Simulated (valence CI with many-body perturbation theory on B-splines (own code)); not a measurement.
**Cr¹⁷⁺: calculated level list**

Computed by configuration interaction combined with many-body perturbation theory (CI+MBPT): five valence electrons over a frozen Dirac-Fock core [He], a basis of 9 s, 9 p, 8 d, 6 f, 3 g, 1 h functions for each j, with the one-electron correlation potential Σ1 (screened to all orders), the two-electron term Σ2, the three-electron term Σ3, Breit, model QED; selected single and double excitations, second order for the rest (own B-spline code, finite nucleus).

No measured spectrum was set against this ion. As an estimate, levels of excited configurations hold to 0.05 to 0.15 % of their energy, terms of the ground configuration to about 0.5 %. Among the levels kept, up to 2000 cm⁻¹ of a level comes from second order outside the variational space, and about a tenth of that is noise between levels of different J, which matters for small intervals.

Levels 1 to 45 of 82, with energies above the lowest level, 2s²2p³ ⁴S°_3/2. "Leading %" is the weight of the configuration and term that name the level; weights of strongly mixed levels are sums over their largest components and can fall short. In the jj column 3d3/2^4 stands for four electrons in 3d with j = 3/2. Lifetimes count E1, E2, E3, M1 and M2 decay at the calculated energies, and are blank where another channel may lead or the interval is too uncertain; long ones can be off by a factor of two.

| No. | Configuration | Term | J | E (Ry) | Leading % | Leading jj | Lifetime | g |
| --- | --- | --- | --- | --- | --- | --- | --- | --- |
| 1 | 2s²2p³ | ⁴S° | 3/2 | 0.000 | 93 | 2s^2 2p1/2^2 2p3/2 (46 %) |  | 1.948 |
| 2 | 2s²2p³ | ²D° | 3/2 | 1.152 | 79 | 2s^2 2p1/2 2p3/2^2 (54 %) | 173 μs | 0.935 |
| 3 | 2s²2p³ | ²D° | 5/2 | 1.378 | 100 | 2s^2 2p1/2 2p3/2^2 (100 %) | 2.22 ms | 1.197 |
| 4 | 2s²2p³ | ²P° | 1/2 | 2.066 | 98 | 2s^2 2p1/2 2p3/2^2 (98 %) | 63.8 μs | 0.662 |
| 5 | 2s²2p³ | ²P° | 3/2 | 2.415 | 75 | 2s^2 2p3/2^3 (87 %) | 27.7 μs | 1.244 |
| 6 | 2s2p⁴ | ⁴P | 5/2 | 6.083 | 98 | 2s 2p1/2^2 2p3/2^2 (79 %) | 93.0 ps | 1.590 |
| 7 | 2s2p⁴ | ⁴P | 3/2 | 6.512 | 99 | 2s 2p1/2 2p3/2^3 (82 %) | 74.4 ps | 1.725 |
| 8 | 2s2p⁴ | ⁴P | 1/2 | 6.673 | 97 | 2s 2p1/2^2 2p3/2^2 (36 %) | 67.0 ps | 2.647 |
| 9 | 2s2p⁴ | ²D | 3/2 | 8.414 | 96 | 2s 2p1/2 2p3/2^3 (55 %) | 29.0 ps | 0.820 |
| 10 | 2s2p⁴ | ²D | 5/2 | 8.491 | 98 | 2s 2p1/2 2p3/2^3 (79 %) | 34.1 ps | 1.205 |
| 11 | 2s2p⁴ | ²S | 1/2 | 9.686 | 78 | 2s 2p1/2^2 2p3/2^2 (64 %) | 15.4 ps | 1.749 |
| 12 | 2s2p⁴ | ²P | 3/2 | 10.063 | 96 | 2s 2p1/2 2p3/2^3 (62 %) | 9.04 ps | 1.314 |
| 13 | 2s2p⁴ | ²P | 1/2 | 10.673 | 80 | 2s 2p3/2^4 (53 %) | 9.69 ps | 0.933 |
| 14 | 2p⁵ | ²P° | 3/2 | 15.851 | 98 | 2p1/2^2 2p3/2^3 (98 %) | 12.5 ps | 1.331 |
| 15 | 2p⁵ | ²P° | 1/2 | 16.533 | 98 | 2p1/2 2p3/2^4 (98 %) | 11.6 ps | 0.662 |
| 16 | 2s²2p²3s | ⁴P | 1/2 | 53.836 | 82 | 2s^2 2p1/2^2 3s (80 %) | 1.00 ps | 2.426 |
| 17 | 2s²2p²3s | ⁴P | 3/2 | 54.222 | 93 | 2s^2 2p1/2 2p3/2 3s (96 %) | 1.13 ps | 1.712 |
| 18 | 2s²2p²3s | ²P | 1/2 | 54.482 | 85 | 2s^2 2p1/2 2p3/2 3s (91 %) | 425 fs | 0.916 |
| 19 | 2s²2p²3s | ⁴P | 5/2 | 54.522 | 85 | 2s^2 2p1/2 2p3/2 3s (68 %) | 1.09 ps | 1.545 |
| 20 | 2s²2p²3s | ²P | 3/2 | 54.803 | 73 | 2s^2 2p1/2 2p3/2 3s (81 %) | 435 fs | 1.214 |
| 21 | 2s²2p²3p | ⁴D° | 1/2 | 55.484 | 50 | 2s^2 2p1/2^2 3p1/2 (81 %) | 76.0 ps | 0.819 |
| 22 | 2s²2p²3s | ²D | 5/2 | 55.536 | 85 | 2s^2 2p3/2^2 3s (68 %) | 675 fs | 1.251 |
| 23 | 2s²2p²3s | ²D | 3/2 | 55.595 | 74 | 2s^2 2p3/2^2 3s (79 %) | 573 fs | 0.933 |
| 24 | 2s²2p²3p | ⁴D° | 3/2 | 55.768 | 69 | 2s^2 2p1/2^2 3p3/2 (59 %) | 54.8 ps | 1.304 |
| 25 | 2s²2p²3p | ²S° | 1/2 | 55.830 | 45 | 2s^2 2p1/2 2p3/2 3p1/2 (82 %) | 105 ps | 1.297 |
| 26 | 2s²2p²3p | ⁴P° | 3/2 | 56.083 | 38 | 2s^2 2p1/2 2p3/2 3p1/2 (68 %) | 28.9 ps | 1.344 |
| 27 | 2s²2p²3p | ⁴D° | 5/2 | 56.107 | 85 | 2s^2 2p1/2 2p3/2 3p3/2 (81 %) | 100 ps | 1.387 |
| 28 | 2s²2p²3p | ⁴P° | 1/2 | 56.202 | 72 | 2s^2 2p1/2 2p3/2 3p3/2 (73 %) | 28.1 ps | 2.364 |
| 29 | 2s²2p²3p | ⁴P° | 5/2 | 56.283 | 50 | 2s^2 2p1/2 2p3/2 3p1/2 (56 %) | 33.9 ps | 1.396 |
| 30 | 2s²2p²3p | ²D° | 3/2 | 56.367 | 66 | 2s^2 2p1/2 2p3/2 3p3/2 (90 %) | 29.0 ps | 1.109 |
| 31 | 2s²2p²3p | ⁴D° | 7/2 | 56.398 | 86 | 2s^2 2p1/2 2p3/2 3p3/2 (66 %) | 146 ps | 1.394 |
| 32 | 2s²2p²3s | ²S | 1/2 | 56.612 | 88 | 2s^2 2p3/2^2 3s (84 %) | 680 fs | 1.990 |
| 33 | 2s²2p²3p | ⁴S° | 3/2 | 56.634 | 63 | 2s^2 2p1/2 2p3/2 3p3/2 (40 %) | 3.66 ps | 1.853 |
| 34 | 2s²2p²3p | ²D° | 5/2 | 56.806 | 43 | 2s^2 2p3/2^2 3p3/2 (45 %) | 37.0 ps | 1.270 |
| 35 | 2s²2p²3p | ²P° | 3/2 | 56.810 | 75 | 2s^2 2p1/2 2p3/2 3p3/2 (35 %) | 16.4 ps | 1.354 |
| 36 | 2s²2p²3p | ²P° | 1/2 | 56.946 | 77 | 2s^2 2p3/2^2 3p3/2 (58 %) | 24.9 ps | 0.815 |
| 37 | 2s²2p²3p | ²F° | 5/2 | 57.359 | 66 | 2s^2 2p3/2^2 3p3/2 (49 %) | 42.6 ps | 0.985 |
| 38 | 2s²2p²3p | ²F° | 7/2 | 57.471 | 87 | 2s^2 2p3/2^2 3p3/2 (66 %) | 45.9 ps | 1.174 |
| 39 | 2s2p³3s | ⁶S° | 5/2 | 57.485 | 97 | 2s 2p1/2 2p3/2^2 3s (52 %) | 79.3 ps | 1.985 |
| 40 | 2s²2p²3p | ²D° | 3/2 | 57.613 | 67 | 2s^2 2p3/2^2 3p1/2 (45 %) | 11.6 ps | 0.987 |
| 41 | 2s²2p²3p | ²D° | 5/2 | 57.719 | 86 | 2s^2 2p3/2^2 3p1/2 (55 %) | 23.7 ps | 1.187 |
| 42 | 2s²2p²3d | ⁴F | 3/2 | 57.727 | 68 | 2s^2 2p1/2^2 3d3/2 (78 %) | 1.18 ps | 0.616 |
| 43 | 2s²2p²3p | ²P° | 1/2 | 57.828 | 96 | 2s^2 2p1/2 2p3/2 3p3/2 (69 %) | 8.94 ps | 0.690 |
| 44 | 2s²2p²3d | ⁴F | 5/2 | 57.874 | 58 | 2s^2 2p1/2^2 3d5/2 (62 %) | 627 fs | 1.138 |
| 45 | 2s²2p²3d | ⁴F | 7/2 | 58.165 | 75 | 2s^2 2p1/2 2p3/2 3d5/2 (86 %) | 5.40 ps | 1.272 |

Names give the largest LS component (configuration and term), which can be under half, so a name can repeat, a term be missing and a line seem to break the LS rules; names also repeat where a configuration has a term twice.

The ionisation energy to 2s²2p² ³P0 of the next ion comes out as 1294 eV (NIST: 1294.8 ± 1.6 eV (semi-empirical)). All 82 levels together are meant to be complete up to 60.510 Ry.
